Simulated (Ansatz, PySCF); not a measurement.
Pair of molecules: HCl (SMILES Cl) (first 2 atoms) with C2H4 (SMILES C=C); geometry from B3LYP-D3(BJ)/def2-TZVP, rigid monomers moved along the line of their centres of mass till H2···C3 is 2.18 Å.
(charge 0, multiplicity 1):
```xyz
8

Cl    -0.4474     0.0166     0.2572
H     -0.3098     0.0320     1.5433
C      0.3467     0.5608     3.5513
C     -0.5120    -0.4454     3.6614
H      1.4105     0.3912     3.4367
H      0.0198     1.5933     3.5755
H     -1.5753    -0.2756     3.7801
H     -0.1846    -1.4778     3.6413
```

Monomers are frozen at their geometry in the pair; levels with a basis set take the counterpoise correction. Rows marked so take none.

Rows in 6-31G* carry no dispersion term and start afresh at each structure (6-31G* with six Cartesian d functions).

Run with Ansatz (Gaussian basis) for Hartree–Fock, density functionals and correlated methods; PySCF for 6-31G* rows, the dispersion terms. Values without a source in brackets are computed.

One of these levels gives -3.09 kcal/mol for the interaction energy. Name it.
(A) PBE-D4/def2-TZVPPD
(B) HF/6-31G*
(C) BP86/6-31G* (no counterpoise)
(D) HF/aug-cc-pV(D+d)Z

C, BP86/6-31G* (no counterpoise). The others give 1.15 (HF/6-31G*), 1.46 (HF/aug-cc-pV(D+d)Z), -3.62 (PBE-D4/def2-TZVPPD)

Ansatz is an electronic-structure program.
